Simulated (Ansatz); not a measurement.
The lowest doublet and quartet of C2H3 (SMILES [C]C); geometries from B3LYP-D3(BJ)/def2-TZVP, each state relaxed from the structure named, with no frequency check.
Doublet at the quartet's geometry (charge 0, multiplicity 2):
```csv
atom,x (Å),y (Å),z (Å)
C,0.9272,0.0982,0.2719
C,-0.4973,-0.0527,-0.1459
H,-0.5959,-0.8670,-0.8717
H,-0.8579,0.8731,-0.6070
H,-1.1257,-0.2794,0.7222
```

| level | gap E(doublet) − E(quartet), vertical, at the quartet's geometry (eV) | cost |
|---|---|---|
| U-HF/cc-pVDZ (spin-contaminated) | -0.228 | - |
| U-HF/cc-pVTZ (spin-contaminated) | -0.270 | - |
| U-HF/cc-pVQZ (spin-contaminated) | -0.276 | - |
| U-SVWN5/def2-TZVPP | -1.230 | ×0.5 |
| U-PBE/def2-TZVPP | -1.237 | ×1 |
| U-r2SCAN/def2-TZVPP | -0.887 | ×1 |
| U-B3LYP/def2-TZVPP | -1.438 | ×0.7 |
| U-PBE0/def2-TZVPP | -1.111 | ×0.8 |
| U-BHLYP/def2-TZVPP | -1.363 | ×0.8 |
| U-wB97X-V/def2-TZVPP | -1.461 | ×2 |
| U-wB97M-V/def2-TZVPP | -1.440 | ×2 |
| U-B2PLYP/def2-TZVPP | -1.340 | ×1 |
| U-MP2/cc-pVDZ (spin-contaminated) | -0.678 | - |
| U-MP2/cc-pVTZ (spin-contaminated) | -0.821 | - |
| U-MP2/cc-pVQZ (spin-contaminated) | -0.876 | - |
| U-SCS-MP2/cc-pVDZ (spin-contaminated) | -0.905 | - |
| U-SCS-MP2/cc-pVTZ (spin-contaminated) | -1.128 | - |
| U-SCS-MP2/cc-pVQZ (spin-contaminated) | -1.206 | - |
| U-CCSD/cc-pVDZ (spin-contaminated) | -0.982 | - |
| U-CCSD/cc-pVTZ (spin-contaminated) | -1.119 | - |
| U-CCSD/cc-pVQZ (spin-contaminated) | -1.159 | - |
| U-CCSD(T)/cc-pVDZ (spin-contaminated) | -1.019 | ×0.2 |
| U-CCSD(T)/cc-pVTZ (spin-contaminated) | -1.167 | ×1 |
| U-CCSD(T)/cc-pVQZ (spin-contaminated) | -1.210 | ×60 |
| U-CCSDT/cc-pVDZ (spin-contaminated) | -1.030 | - |
| U-CCSDT(Q)/cc-pVDZ (spin-contaminated) | -1.033 | ×4 |
| SA-CASSCF(3,3)/cc-pVDZ | -0.531 | - |
| SA-CASSCF(3,3)/cc-pVTZ | -0.573 | - |
| SA-CASSCF(3,3)/cc-pVQZ | -0.579 | - |
| SC-NEVPT2 on SA-CASSCF(3,3)/cc-pVDZ | -0.976 | - |
| SC-NEVPT2 on SA-CASSCF(3,3)/cc-pVTZ | -1.147 | - |
| SC-NEVPT2 on SA-CASSCF(3,3)/cc-pVQZ | -1.203 | - |
| FIC-NEVPT4(SD) on SA-CASSCF(3,3)/cc-pVDZ | -1.017 | - |
| FIC-NEVPT4(SD) on SA-CASSCF(3,3)/cc-pVTZ | -1.175 | - |
| FIC-MRCISD+Q on SA-CASSCF(3,3)/cc-pVDZ | -1.011 | - |
| FIC-MRCISD+Q on SA-CASSCF(3,3)/cc-pVTZ | -1.158 | - |

The rows run from -1.461 (U-wB97X-V/def2-TZVPP) to -0.228 eV (U-HF/cc-pVDZ (spin-contaminated)). In cc-pVQZ (spin-contaminated) the value moves U-HF -0.276, U-MP2 -0.876, U-CCSD -1.159, U-CCSD(T) -1.210, a shift of -0.934 from U-HF to U-CCSD(T). From cc-pVDZ (spin-contaminated) to cc-pVQZ (spin-contaminated) U-CCSD(T) changes by -0.192. The 9 U-functionals in def2-TZVPP without D3 or D4 span 0.573, from U-wB97X-V to U-r2SCAN.

A positive gap puts the quartet lower; no zero-point energy. U- takes an unrestricted doublet. The quartet is unrestricted in single-reference levels. Active spaces average the two states.

Cores are frozen in the correlated methods.

Doubts at one or more of the structures used: T1 above 0.05 (U-CCSD/cc-pVDZ (spin-contaminated), U-CCSD/cc-pVTZ (spin-contaminated), U-CCSD/cc-pVQZ (spin-contaminated), U-CCSD(T)/cc-pVDZ (spin-contaminated), U-CCSD(T)/cc-pVTZ (spin-contaminated), U-CCSD(T)/cc-pVQZ (spin-contaminated), U-CCSDT/cc-pVDZ (spin-contaminated), U-CCSDT(Q)/cc-pVDZ (spin-contaminated)).

Codes used: Ansatz (Gaussian basis) for Hartree–Fock, density functionals and correlated methods. Each number belongs to the level named beside it.

Costs are rough ratios of core time to U-PBE/def2-TZVPP (about 16 s over the structures, on one shared machine); a dash marks a level with no comparable run of its own.

Ansatz is a quantum-chemistry and plane-wave program.
